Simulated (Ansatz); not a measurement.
```xyz
10

C     0.0320    1.1962    1.0823
C    -0.1453    0.5510   -0.0691
O    -0.6091    1.2432   -1.1542
Si    0.2291   -1.2794   -0.2230
H    -0.1834    2.2558    1.1751
H     0.3975    0.6693    1.9527
H    -0.6909    0.6639   -1.9148
H    -0.9975   -2.0095   -0.6476
H     0.7126   -1.7947    1.0792
H     1.2550   -1.4957   -1.2806
```

The species carries charge 0 and has multiplicity 1.

Task: List the B3LYP/def2-TZVPP orbital energies in eV (the Gaussian-basis code of Ansatz). (Estimate.)

Result: Computed: Occupied: -1799.09, -521.45, -278.26, -276.56, -143.66, -98.97, -98.97, -98.96, -29.00, -20.74, -16.21, -15.75, -13.07, -12.22, -11.31, -11.10, -9.75, -9.62, -8.78, -6.70. Lowest empty: -0.23, -0.21, 0.74, 1.35, 1.47, 2.24, 2.50, 2.73.

B3LYP here is the variant with VWN-RPA as its local correlation; programs differ in this.
